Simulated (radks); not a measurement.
Spherical quantum dot in the effective-mass picture: electrons in a parabolic well V = omega^2 r^2 / 2 with omega = 0.647, all in effective atomic units (hartree* = m*/eps^2 hartree, bohr* = eps/m* bohr), one dielectric constant everywhere. Calculated with a radial shooting solver with Libxc functionals: non-relativistic Kohn-Sham, PBE, spin-polarised, spherical densities. Levels are named by radial order and angular momentum (1s, 1p, 1d, 2s, ...), and open shells are averaged over m. Results are scaled to m* = 0.04 and eps = 5, for which hartree* = 43.54 meV and bohr* = 6.615 nm.

N = 26, configuration 1s2 1p6 1d10 2s2 1f(up 6, down 0). This is the lowest configuration that the search found. Occupied and some empty levels:

| level | occupation | eigenvalue (meV) | <r> (nm) |
|---|---|---|---|
| 1s up | 1 | 403.30 | 15.84 |
| 1s down | 1 | 404.24 | 15.28 |
| 1p up | 3 | 413.11 | 19.34 |
| 1p down | 3 | 414.77 | 18.95 |
| 1d up | 5 | 424.76 | 21.68 |
| 1d down | 5 | 426.90 | 21.46 |
| 2s up | 1 | 428.60 | 18.01 |
| 2s down | 1 | 430.00 | 18.26 |
| 1f up | 6 | 438.08 | 23.48 |
| 1f down | 0 | 440.49 | 23.38 |
| 2p up | 0 | 444.22 | 20.18 |
| 2p down | 0 | 445.55 | 20.33 |
| 1g up | 0 | 452.89 | 24.98 |
| 1g down | 0 | 455.42 | 24.97 |
| 2d up | 0 | 460.72 | 22.25 |
| 2d down | 0 | 462.11 | 22.33 |

Energy (meV): total 6946.30, kinetic 610.37, external 2528.6, Hartree 4212.3, exchange-correlation -404.94.
